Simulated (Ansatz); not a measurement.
BMe2(tBu) (C₆H₁₅B). Total charge 0; singlet. Geometry PBE-D4/def2-SVP, basis def2-TZVP, Ansatz.

```tsv
run	HOMO (eV)	LUMO (eV)
A	-9.07	0.88
B	-10.04	1.95
C	-7.66	-0.25
D	-10.83	3.05
E	-6.37	-1.28
F	-6.60	-0.89
```

Another isomer (singlet) lies 0.02 eV lower at PBE0-D4/def2-TZVP; other spin states weren't run for this one.

**Question.** The runs used CAM-B3LYP, HF, PBE, PBE0, r2SCAN, ωB97X-V. Estimate which is which.

**Answer.** A CAM-B3LYP (range-separated); B ωB97X-V (range-separated); C PBE0 (25 % exact exchange); D HF (100 % exact exchange); E PBE (0 % exact exchange); F r2SCAN (0 % exact exchange). Exact exchange lowers occupied and raises empty levels; among semilocal functionals meta-GGAs tend to open the gap a little, and such runs are hard to tell apart. The gap grows from 5.10 eV (PBE) to 13.88 eV (HF).
